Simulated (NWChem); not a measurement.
System: GeH$_{2}$, singlet; SMILES [GeH2]

Computed with NWChem. Low-valent species are run as closed-shell singlets; no triplet was tried in these runs. All runs use the structure optimised with PBE0-D3(BJ)/def2-TZVP. Level TPSS/def2-SVP: energy and gradient; each run changes one setting, and changes count from the defaults (medium grid, exact Coulomb integrals, symmetry on).

```
setting                       size of the energy change (μHa)  largest change of a gradient component (μHa/bohr)
----------------------------  -------------------------------  -------------------------------------------------
defaults                                                 < 10                                               < 30
symmetry off                                             < 10                                        other frame
Coulomb fitting, Weigend set                              200                                               < 30
extra-fine grid                                          < 10                                                200
coarse grid                                               100                                                900
```
